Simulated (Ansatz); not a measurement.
Si4O8, relaxed as a singlet with RKS PBE-D4/def2-SVP in Ansatz, starting from the GFN2-xTB geometry. Force threshold 0.03 eV/Å.

Another isomer (singlet) lies 2.18 eV lower at PBE0-D4/def2-TZVP; other spin states weren't run for this one.

Start:

```xyz
12

Si    0.664    0.664    1.845
Si    0.769    1.574   -1.118
Si    0.336   -2.024    0.332
Si   -1.765   -0.215   -1.058
O     0.953    1.475    0.481
O     0.667   -0.897    1.438
O     1.759    2.097   -2.110
O    -0.659    0.895   -1.440
O    -3.252   -0.067   -1.131
O    -0.944   -1.479   -0.484
O     0.353    1.245    3.188
O     1.118   -3.269    0.055
```

```csv
step,energy (eV),largest force component (eV/Å),SCF passes
1,-47840.3766,2.335,23
2,-47840.7006,1.014,19
3,-47840.8143,0.269,26
4,-47840.8260,0.461,27
5,-47840.8374,0.195,20
6,-47840.8387,0.008,20
7,-47840.8389,0.009,20
8,-47840.8395,0.015,20
9,-47840.8396,0.011,21
10,-47840.8400,0.016,20
11,-47840.8408,0.046,21
12 (rejected),-47840.8391,0.264,21
13,-47840.8431,0.176,21
14,-47840.8453,0.204,21
15,-47840.8488,0.334,21
16 (rejected),-47840.8380,0.405,28
17,-47840.8584,0.152,22
18,-47840.8607,0.010,22
```

Force components are those of the run's own axes.

End:

```xyz
12

Si    0.8796    0.7238    1.8599
Si    0.7203    1.7802   -1.0468
Si    0.1678   -2.1411    0.4155
Si   -1.7653   -0.3623   -1.2292
O     1.0994    1.7351    0.5658
O     0.5795   -0.7594    1.2108
O     1.4319    2.5871   -2.1408
O    -0.5546    0.7536   -1.2258
O    -3.2066   -0.1766   -1.7216
O    -1.1097   -1.7267   -0.5553
O     0.9191    1.1032    3.3461
O     0.8388   -3.5169    0.5212
```

By distances, no bond broke or formed. The bond that changes most is Si2–O5, from 1.61 to 1.66 Å (atoms count from 1).

The force fell under the threshold at step 6, but the optimiser went on and released 0.022 eV more. No frequencies were taken in this run, so the end may be a saddle point.

Run time 39 s (4 threads of Arm Neoverse V1 on a shared host).
